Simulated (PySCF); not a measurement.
Cl$_{2}$Se (SMILES Cl[Se]Cl), singlet, geometry from GFN2-xTB. Base run: PBE0/cc-pVDZ (PySCF).

Input for PySCF:
```python
from pyscf import gto, scf, dft

mol = gto.Mole()
mol.atom = '''
    Se    0.001365    0.001249    0.686465
    Cl    1.041334    1.259457   -0.690832
    Cl   -1.044063   -1.261955   -0.682097
'''
mol.basis = 'cc-pvdz'
mol.charge = 0
mol.spin = 0
mol.verbose = 4
mol.build()

mf = dft.RKS(mol)
mf.xc = 'pbe0'
mf.kernel()
```

Variants of this job, named by their change:

| change | basis functions | E (Eh) | HOMO (eV) | HOMO-LUMO gap (eV) | dipole (D) |
|---|---|---|---|---|---|
| base | 63 | -3321.34632 | -6.96 | 4.52 | 1.18 |
| basis = cc-pVDZ-DK; relativity = spin-free X2C; nucleus = Gaussian (with mol.nucmod = 'G') | 63 | -3352.42829 | -6.93 | 4.44 | 1.28 |
| basis = cc-pVTZ-DK; relativity = spin-free X2C | 111 | -3352.59876 | -6.94 | 4.47 | 1.11 |
| basis = jorge-DZP-DKH; relativity = none | 91 | -3314.40292 | -7.21 | 4.51 | 1.22 |
| basis = cc-pVTZ-DK; relativity = none | 111 | -3302.40078 | -6.98 | 4.59 | 0.95 |
| basis = jorge-DZP-DKH; relativity = spin-free X2C; nucleus = Gaussian (with mol.nucmod = 'G') | 91 | -3352.39236 | -7.16 | 4.41 | 1.38 |
| basis = cc-pVDZ-DK; relativity = spin-free X2C | 63 | -3352.44530 | -6.93 | 4.44 | 1.28 |
| basis = cc-pVTZ-DK; relativity = spin-free X2C; nucleus = Gaussian (with mol.nucmod = 'G') | 111 | -3352.57944 | -6.94 | 4.47 | 1.11 |
| basis = jorge-DZP-DKH; relativity = spin-free X2C | 91 | -3352.40970 | -7.16 | 4.41 | 1.38 |
| basis = cc-pVDZ-DK; relativity = none | 63 | -3303.96964 | -6.99 | 4.57 | 1.10 |

Totals shift with the method and basis; they matter in differences.

Basis sets contracted for a relativistic Hamiltonian are a mismatch without it, so the rows without relativity aren't non-relativistic limits. No row has spin-orbit coupling; sets with core potentials leave out the core electrons.
